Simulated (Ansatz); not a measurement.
```yaml
crystal:
  periodic: [false, false, false]
  atoms:
    - {symbol: C, position_ang: [-2.069804, 2.255695, -6.063286]}
    - {symbol: C, position_ang: [0.935539, 2.299501, -4.611368]}
    - {symbol: C, position_ang: [2.992187, 0.032111, -5.942299]}
    - {symbol: O, position_ang: [0.611449, 1.725313, -1.581955]}
    - {symbol: Sn, position_ang: [1.784997, 4.483724, 1.594900]}
    - {symbol: O, position_ang: [0.420495, 1.915587, 4.788872]}
    - {symbol: C, position_ang: [-0.919511, -0.887023, 4.527715]}
    - {symbol: C, position_ang: [1.424901, -3.253505, 4.312176]}
    - {symbol: C, position_ang: [-2.906477, -1.329035, 7.168809]}
    - {symbol: H, position_ang: [-1.900337, 2.683260, -8.423679]}
    - {symbol: H, position_ang: [-3.098261, 0.105718, -5.745063]}
    - {symbol: H, position_ang: [-3.503567, 3.920572, -5.090416]}
    - {symbol: H, position_ang: [1.909608, 4.498561, -4.966451]}
    - {symbol: H, position_ang: [3.280643, 0.399165, -8.301315]}
    - {symbol: H, position_ang: [5.150474, 0.126118, -4.889859]}
    - {symbol: H, position_ang: [2.095822, -2.174697, -5.613237]}
    - {symbol: H, position_ang: [-2.251634, -0.966229, 2.514242]}
    - {symbol: H, position_ang: [2.858316, -3.176702, 6.242373]}
    - {symbol: H, position_ang: [0.429650, -5.439435, 4.187450]}
    - {symbol: H, position_ang: [2.759444, -2.929523, 2.340233]}
    - {symbol: H, position_ang: [-4.560002, 0.409632, 7.277093]}
    - {symbol: H, position_ang: [-4.036540, -3.448409, 7.045644]}
    - {symbol: H, position_ang: [-1.616610, -1.265801, 9.197515]}
basis:
  gaussian: {orbitals: def2-SVPD}
hamiltonian: {xc: {name: wPBEh}}
scf: {lower_state_search: light}
```

```sh
$ ansatz run in.yaml --threads 4 --pin off --events-out ev --progress --plain --max-ram 46080MiB --backend cuda --devices 0, --max-vram 37GiB
```

It prints (some lines left out):

```
Functional definition: wPBEh
  name "wPBEh"
  cite "Heyd, Scuseria & Ernzerhof, J. Chem. Phys. 118, 8207 (2003) doi:10.1063/1.1564060"
  cite "Krukau, Vydrov, Izmaylov & Scuseria, J. Chem. Phys. 125, 224106 (2006) doi:10.1063/1.2404663"
  cite "Heyd & Scuseria, J. Chem. Phys. 120, 7274 (2004) doi:10.1063/1.1668634"
  cite "Ernzerhof & Perdew, J. Chem. Phys. 109, 3313 (1998) doi:10.1063/1.476928"
  cite "Perdew, Burke & Ernzerhof, Phys. Rev. Lett. 77, 3865 (1996) doi:10.1103/PhysRevLett.77.3865"
  parent pbe
  parameter a = 0.25
  parameter omega = 0.11/bohr
  exchange = wpbe_x - a*pbe_x_sr(omega) + a*exact_x_sr(omega)
  correlation = pbe_c
2695 factors; their error is unknown
444 factors; integrals over basis functions are off by at most 2.6e-6 eV
mean field evaluation 1: about -16192.3189 eV, gradient 1.3e2 eV
mean field evaluation 2: about -15208.9180 eV, gradient 3.0e2 eV
mean field evaluation 4: about -15871.2419 eV, gradient 2.8e2 eV
mean field evaluation 8: about -16249.5516 eV, gradient 3.4e1 eV
mean field evaluation 16: about -16253.1300 eV, gradient 3.3e-1 eV
mean field evaluation 32: about -16253.1351 eV, gradient 5.2e-4 eV
mean field evaluation 192: about -16253.1484 eV, gradient 3.1e-5 eV
mean field -16253.15035651 eV, -597.2922588209 hartree, gradient 7.6e-6 eV, S^2 0.000000; 11 other end points of the search recorded, 0 dependent functions left out
reference -16253.15050502 eV, -597.2922642784 hartree; 44, 44 occupied and 266, 266 virtual orbitals, 2695 factors
Total energy: -16253.15050502 eV, -597.2922642784 hartree
```

What is wrong with this run?

The geometry is stretched to more than twice its size. Self-consistency was reached. The result belongs to that input, not to the molecule as meant.
